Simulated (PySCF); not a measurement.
# MCl cations for M along the fifth-period p block

CCSD(T) with double-zeta basis sets in PySCF, for the lowest determinant that a PBE0 search found; no spin–orbit coupling. De refers to high-spin ground-configuration atoms (the charge goes to the atom of lower measured ionisation energy or higher electron affinity, which is not always the lowest computed limit).

```csv
M,basis,"reference, frozen orbitals",charged atom,state (unpaired electrons),Re (Å),ωe (cm⁻¹),De (eV)
In,x2c-SVPall,"UHF, 23",In+,doublet (σ ↑),2.335,325,0.48
Sn,def2-SVP,"RHF, 9",Sn+,singlet (closed shell),2.298,429,3.75
Sb,def2-SVP,"UHF, 9",Sb+,doublet (π ↑),2.290,433,2.93
I,def2-SVP,"UHF, 9",I+,doublet (π ↑),2.308,401,1.85
```

Q: By what factor does the harmonic wavenumber vary along the series?

A: At CCSD(T) it runs from 325 cm⁻¹ (InCl⁺) to 433 cm⁻¹ (SbCl⁺), a factor of 1.33.

The rows differ in basis set, which adds steps of its own.

The state changes along the series, so neighbouring rows are not always alike in their bonding.

Correlated steps freeze the inner cores (9 to 23 orbitals); shallow outer-core shells are correlated. Weak bonds: InCl⁺. Basis-set superposition, not corrected here, can be much of De in a small basis, most of all at correlated wavefunction levels. These are scalar-relativistic numbers at best; spin–orbit coupling would shift them, the dissociation energy most. For an ion De counts to the pair picked by the measured ionisation energies or electron affinities, which need not be the lowest pair at this level. Where the molecule has an RHF reference, its open-shell atoms are computed with UHF. States were picked by a PBE0 search and need not be the measured ground states.
